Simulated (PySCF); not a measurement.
**IF2, doublet: molecular constants**

These are results of UPBE0 in PySCF with I def2-TZVP with ECP28, F def2-TZVP; scalar-relativistic core potentials, no spin–orbit coupling; density-fitted integrals, not measurements.

The structure is a minimum.

Z-matrix (Å, degrees; charge 0 multiplicity 2):
```
I
F  1 1.9622
F  1 1.9622 2 160.88
```

```json
{
  "Point group": "C2v",
  "Bond lengths": "I–F 1.962 Å (×2)",
  "Bond angles": "F–I–F 160.9°",
  "Enthalpy at 298.15 K above 0 K": "12.79 kJ/mol",
  "Spin squared ⟨S²⟩": "0.754",
  "Heat capacity Cp at 298.15 K": "50.9 J/(mol K)",
  "Atomisation energy without zero-point energy": "475 kJ/mol",
  "Rotational constants": "5.426, 0.1185, 0.116 cm⁻¹",
  "Highest occupied level (β)": "-8.34 eV",
  "Dipole moment": "0.88 D",
  "Entropy at 298.15 K and 1 bar (electronic part: spin only)": "285.4 J/(mol K)",
  "Zero-point energy": "7.3 kJ/mol",
  "Rotational symmetry number": "2",
  "Lowest empty level (β)": "-5.81 eV",
  "Principal quadrupole moments (Buckingham, traceless) about the centre of mass": "-10.13, 3.40, 6.73 D Å",
  "Principal polarisabilities": "23.4, 23.7, 49.0 bohr³"
}
```

Harmonic modes (masses in u: I 126.904, F 18.998):
```json
{"symmetry": "a1", "ω (cm⁻¹)": "108", "IR (km/mol)": "10.1"}
{"symmetry": "b2", "ω (cm⁻¹)": "550", "IR (km/mol)": "208"}
{"symmetry": "a1", "ω (cm⁻¹)": "556", "IR (km/mol)": "2.6"}
```

In C2v the vibrations span 2a1 + b2. Here b1 is antisymmetric to the molecular plane and b2 lies in it.

Charges (e):
```
atom  Mulliken  Löwdin  polar tensor  spin (Mulliken)  Mayer order to I1
  I1      0.78    0.75          1.21             0.76                  –
F2,3     -0.39   -0.37         -0.61             0.12               0.82
```

Mulliken populations on I1 (electrons outside its core potential): s 4.00, p 9.88, d 10.27, f 0.07.

Outer orbital energies (eV). α occupied: -14.70, -13.11, -12.59, -12.22, -11.90, -11.10, -9.21, -8.61; empty: -1.89, 3.78, 4.08, 4.33. β occupied: -20.64, -14.42, -12.45, -12.12, -11.78, -11.39, -10.80, -8.34; empty: -5.81, -1.56, 4.23, 4.27.

This need not be the most stable arrangement of these atoms. With an element this heavy the missing spin–orbit coupling can shift these numbers.

The final relaxation and frequency run took 23 s on 4 threads of a shared Intel Xeon 6975P-C (Granite Rapids) host, with 112 basis functions and 10 gradients; the process peaked at 1 GiB.
